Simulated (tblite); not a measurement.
A geometry optimisation, step by step.

Species: C4H2ClF3N (doublet state).
SMILES with atom numbers: `[N:1]=[CH:2]/[C:3]([Cl:4])=[CH:5]\[C:6]([F:7])([F:8])[F:9]` (hydrogens: H10 on C2; H11 on C5)
Bond orders are those of one Lewis drawing.

Computed with GFN2-xTB (tblite), gas phase: L-BFGS steps from a force-field or distance-geometry start until the largest atomic force falls under 0.01 eV/Å. 14 of its 29 geometries are shown.

Step 0: E = -845.6846 eV, largest atomic force 8.619 eV/Å
```
atom  x, y, z in Å  |  force x, y, z in eV/Å
N1     -2.945   -0.895    0.145    8.526   1.039  -0.722
C2     -1.516   -0.704    0.031   -7.556  -0.474   0.821
C3     -0.880    0.619    0.164   -1.456  -0.826  -0.081
Cl4    -1.919    1.989    0.423    0.293  -0.515  -0.069
C5      0.433    0.802    0.073    0.526   0.900   0.005
C6      1.449   -0.244   -0.167    0.864  -0.260   0.060
F7      1.259   -0.889   -1.341    0.212   0.032   0.482
F8      2.707    0.290   -0.203   -0.965  -0.502  -0.025
F9      1.457   -1.179    0.818    0.098   0.193  -0.568
H10    -0.880   -1.589   -0.128   -0.547   0.479   0.072
H11     0.841    1.802    0.159    0.004  -0.067   0.025
```

Step 2: E = -846.9282 eV, largest atomic force 0.758 eV/Å
```
atom  x, y, z in Å  |  force x, y, z in eV/Å
N1     -2.821   -0.882    0.134    0.626  -0.081  -0.095
C2     -1.610   -0.712    0.043    0.239   0.093   0.087
C3     -0.891    0.609    0.161   -0.604  -0.150  -0.022
Cl4    -1.913    1.976    0.422    0.107  -0.294  -0.034
C5      0.421    0.809    0.073    0.435   0.199  -0.055
C6      1.462   -0.245   -0.165   -0.222   0.084   0.060
F7      1.264   -0.890   -1.331    0.120  -0.097   0.139
F8      2.690    0.279   -0.204   -0.144  -0.110  -0.022
F9      1.460   -1.178    0.807    0.077  -0.087  -0.166
H10    -0.899   -1.570   -0.125   -0.500   0.562   0.091
H11     0.842    1.806    0.160   -0.134  -0.120   0.017
```

Step 4: E = -846.9580 eV, largest atomic force 0.284 eV/Å
```
atom  x, y, z in Å  |  force x, y, z in eV/Å
N1     -2.802   -0.888    0.130    0.087  -0.098  -0.027
C2     -1.595   -0.703    0.047   -0.080   0.265   0.063
C3     -0.899    0.607    0.159    0.121   0.101  -0.010
Cl4    -1.909    1.964    0.421   -0.094  -0.056   0.007
C5      0.421    0.812    0.071    0.034   0.009  -0.018
C6      1.454   -0.242   -0.163   -0.045  -0.055  -0.010
F7      1.269   -0.895   -1.325    0.006  -0.086   0.012
F8      2.684    0.274   -0.205   -0.044   0.011   0.003
F9      1.463   -1.182    0.800   -0.007  -0.089  -0.022
H10    -0.917   -1.548   -0.122    0.098  -0.016  -0.016
H11     0.838    1.805    0.161   -0.075   0.014   0.018
```

Step 6: E = -846.9626 eV, largest atomic force 0.153 eV/Å
```
atom  x, y, z in Å  |  force x, y, z in eV/Å
N1     -2.796   -0.895    0.128    0.096  -0.017  -0.006
C2     -1.592   -0.689    0.051   -0.113  -0.102  -0.018
C3     -0.896    0.612    0.158    0.092   0.110   0.014
Cl4    -1.914    1.958    0.421   -0.110   0.067   0.020
C5      0.424    0.813    0.070   -0.057  -0.040  -0.002
C6      1.450   -0.245   -0.163    0.068  -0.068  -0.016
F7      1.270   -0.901   -1.323   -0.033  -0.063  -0.025
F8      2.679    0.274   -0.205   -0.014   0.005   0.007
F9      1.463   -1.188    0.797   -0.035  -0.048   0.007
H10    -0.917   -1.542   -0.121    0.084   0.064   0.006
H11     0.833    1.806    0.162    0.023   0.091   0.013
```

Step 9: E = -846.9661 eV, largest atomic force 0.096 eV/Å
```
atom  x, y, z in Å  |  force x, y, z in eV/Å
N1     -2.791   -0.903    0.127    0.019  -0.004   0.001
C2     -1.590   -0.686    0.051    0.038   0.004  -0.013
C3     -0.894    0.622    0.159   -0.087  -0.040   0.005
Cl4    -1.926    1.961    0.423    0.008   0.010   0.003
C5      0.426    0.815    0.069   -0.033   0.038   0.010
C6      1.451   -0.252   -0.164   -0.057   0.034   0.004
F7      1.268   -0.911   -1.324   -0.007  -0.001   0.020
F8      2.677    0.273   -0.204    0.011  -0.057  -0.007
F9      1.460   -1.196    0.795   -0.016   0.012  -0.015
H10    -0.907   -1.531   -0.121    0.083   0.041   0.001
H11     0.832    1.812    0.164    0.040  -0.037  -0.009
```

Step 11: E = -846.9679 eV, largest atomic force 0.080 eV/Å
```
atom  x, y, z in Å  |  force x, y, z in eV/Å
N1     -2.786   -0.908    0.126    0.040  -0.017  -0.008
C2     -1.586   -0.685    0.049   -0.014   0.054   0.016
C3     -0.898    0.627    0.161    0.015   0.011  -0.008
Cl4    -1.935    1.964    0.424    0.051  -0.035  -0.004
C5      0.423    0.818    0.069   -0.035  -0.013   0.000
C6      1.448   -0.255   -0.165   -0.064   0.041   0.011
F7      1.266   -0.918   -1.323   -0.021   0.054   0.024
F8      2.676    0.267   -0.205   -0.033  -0.056  -0.008
F9      1.456   -1.201    0.793   -0.029   0.051   0.001
H10    -0.892   -1.519   -0.120    0.077  -0.018  -0.012
H11     0.835    1.813    0.164    0.013  -0.071  -0.011
```

Step 13: E = -846.9697 eV, largest atomic force 0.088 eV/Å
```
atom  x, y, z in Å  |  force x, y, z in eV/Å
N1     -2.779   -0.915    0.125    0.030  -0.037  -0.013
C2     -1.581   -0.683    0.048    0.005   0.000   0.016
C3     -0.903    0.631    0.161    0.066   0.030  -0.013
Cl4    -1.940    1.966    0.426    0.035  -0.015  -0.001
C5      0.419    0.820    0.069    0.023  -0.033  -0.011
C6      1.440   -0.255   -0.165   -0.006  -0.017   0.006
F7      1.261   -0.921   -1.321   -0.061   0.059  -0.023
F8      2.672    0.258   -0.205   -0.040   0.004  -0.001
F9      1.449   -1.202    0.792   -0.056   0.038   0.052
H10    -0.874   -1.508   -0.120    0.007  -0.010  -0.008
H11     0.840    1.811    0.164   -0.003  -0.021  -0.004
```

Step 15: E = -846.9711 eV, largest atomic force 0.077 eV/Å
```
atom  x, y, z in Å  |  force x, y, z in eV/Å
N1     -2.772   -0.922    0.123    0.018  -0.037  -0.009
C2     -1.576   -0.681    0.048    0.042  -0.039  -0.005
C3     -0.903    0.635    0.161    0.013  -0.019  -0.004
Cl4    -1.940    1.966    0.427    0.005   0.024   0.004
C5      0.418    0.820    0.069    0.045   0.016  -0.004
C6      1.434   -0.255   -0.164    0.027  -0.039  -0.003
F7      1.253   -0.918   -1.321   -0.067   0.006  -0.038
F8      2.667    0.251   -0.206    0.005   0.034   0.005
F9      1.440   -1.199    0.795   -0.054  -0.008   0.049
H10    -0.859   -1.501   -0.120   -0.044   0.006   0.002
H11     0.844    1.806    0.163    0.009   0.054   0.003
```

Step 17: E = -846.9722 eV, largest atomic force 0.062 eV/Å
```
atom  x, y, z in Å  |  force x, y, z in eV/Å
N1     -2.764   -0.931    0.121    0.013  -0.021  -0.002
C2     -1.571   -0.681    0.049    0.021  -0.014  -0.014
C3     -0.902    0.638    0.160   -0.017  -0.024   0.009
Cl4    -1.940    1.967    0.428    0.007   0.016   0.000
C5      0.419    0.822    0.068    0.010   0.051   0.009
C6      1.430   -0.257   -0.164    0.000   0.012  -0.001
F7      1.242   -0.915   -1.323   -0.026  -0.027   0.013
F8      2.664    0.247   -0.206    0.025  -0.009   0.003
F9      1.429   -1.197    0.800   -0.020  -0.018  -0.017
H10    -0.850   -1.496   -0.121   -0.026  -0.028   0.000
H11     0.847    1.807    0.163    0.012   0.061   0.002
```

Step 19: E = -846.9728 eV, largest atomic force 0.054 eV/Å
```
atom  x, y, z in Å  |  force x, y, z in eV/Å
N1     -2.759   -0.938    0.120    0.007  -0.003  -0.001
C2     -1.566   -0.682    0.048   -0.012   0.012  -0.003
C3     -0.901    0.639    0.161    0.016   0.019   0.008
Cl4    -1.939    1.969    0.429    0.011  -0.013  -0.004
C5      0.420    0.826    0.068   -0.012   0.025   0.008
C6      1.428   -0.258   -0.164   -0.022   0.042   0.006
F7      1.235   -0.916   -1.323    0.004  -0.006   0.045
F8      2.663    0.244   -0.206    0.004  -0.049  -0.004
F9      1.421   -1.198    0.801    0.001   0.007  -0.046
H10    -0.846   -1.494   -0.121    0.010  -0.052  -0.008
H11     0.850    1.811    0.162   -0.006   0.018  -0.002
```

Step 22: E = -846.9735 eV, largest atomic force 0.025 eV/Å
```
atom  x, y, z in Å  |  force x, y, z in eV/Å
N1     -2.753   -0.945    0.118    0.002   0.019   0.000
C2     -1.561   -0.683    0.047    0.007   0.000   0.005
C3     -0.899    0.640    0.162    0.010   0.009  -0.002
Cl4    -1.938    1.970    0.429   -0.018  -0.012   0.000
C5      0.422    0.832    0.069    0.003  -0.007   0.000
C6      1.424   -0.255   -0.163    0.004  -0.002   0.002
F7      1.225   -0.917   -1.319    0.001   0.014  -0.003
F8      2.663    0.236   -0.207    0.005  -0.023  -0.007
F9      1.413   -1.197    0.799    0.000   0.008   0.008
H10    -0.842   -1.498   -0.122    0.004  -0.005  -0.004
H11     0.852    1.818    0.162   -0.018   0.000   0.000
```

Step 24: E = -846.9737 eV, largest atomic force 0.020 eV/Å
```
atom  x, y, z in Å  |  force x, y, z in eV/Å
N1     -2.752   -0.944    0.118    0.003   0.015   0.001
C2     -1.560   -0.683    0.047    0.015  -0.004  -0.001
C3     -0.898    0.641    0.162   -0.011  -0.017   0.000
Cl4    -1.938    1.969    0.429   -0.016  -0.006   0.000
C5      0.422    0.833    0.070    0.006   0.006   0.001
C6      1.423   -0.255   -0.163    0.010  -0.012  -0.002
F7      1.225   -0.915   -1.319   -0.008   0.000  -0.016
F8      2.663    0.234   -0.208    0.016  -0.001  -0.002
F9      1.412   -1.196    0.799   -0.005  -0.005   0.017
H10    -0.841   -1.499   -0.123   -0.006   0.012   0.001
H11     0.850    1.819    0.162   -0.005   0.013   0.001
```

Step 26: E = -846.9738 eV, largest atomic force 0.018 eV/Å
```
atom  x, y, z in Å  |  force x, y, z in eV/Å
N1     -2.750   -0.942    0.118   -0.002   0.005   0.002
C2     -1.558   -0.683    0.047    0.003   0.000  -0.005
C3     -0.897    0.641    0.162   -0.007  -0.016   0.003
Cl4    -1.941    1.967    0.429   -0.002  -0.010  -0.002
C5      0.423    0.834    0.070    0.004   0.008   0.001
C6      1.424   -0.255   -0.163    0.004  -0.003  -0.003
F7      1.222   -0.914   -1.319   -0.008  -0.007  -0.005
F8      2.665    0.229   -0.209    0.008   0.008   0.003
F9      1.410   -1.196    0.801   -0.004  -0.005   0.003
H10    -0.840   -1.500   -0.123   -0.002   0.011   0.003
H11     0.849    1.821    0.162    0.008   0.009   0.000
```

Step 28: E = -846.9738 eV, largest atomic force 0.010 eV/Å
```
atom  x, y, z in Å  |  force x, y, z in eV/Å
N1     -2.750   -0.942    0.118   -0.004   0.002   0.001
C2     -1.557   -0.683    0.047   -0.005   0.001  -0.002
C3     -0.897    0.641    0.162    0.006   0.000   0.001
Cl4    -1.942    1.966    0.429    0.000  -0.010  -0.001
C5      0.423    0.835    0.070    0.002   0.000   0.000
C6      1.424   -0.255   -0.163   -0.001   0.003   0.000
F7      1.222   -0.914   -1.320   -0.002  -0.001   0.004
F8      2.665    0.229   -0.209   -0.003   0.002   0.002
F9      1.409   -1.196    0.801   -0.001   0.002  -0.004
H10    -0.840   -1.500   -0.123    0.003   0.002   0.000
H11     0.849    1.822    0.162    0.005  -0.001  -0.001
```

**Question.** Summarise the path.

**Answer.** The energy falls by 1.2892 eV from step 0 to step 28; nine tenths of that is first reached at step 1. It never rises by more than 0.2 meV. The largest force goes from 8.619 to 0.010 eV/Å. Among the bonds N1=C2 changes most, from 1.447 to 1.222 Å; the atoms move by 0.079 Å rms after alignment.

What follows is the cost of the whole relaxation. On one thread of an Arm Neoverse V2 (shared host), this took 0.15 s.
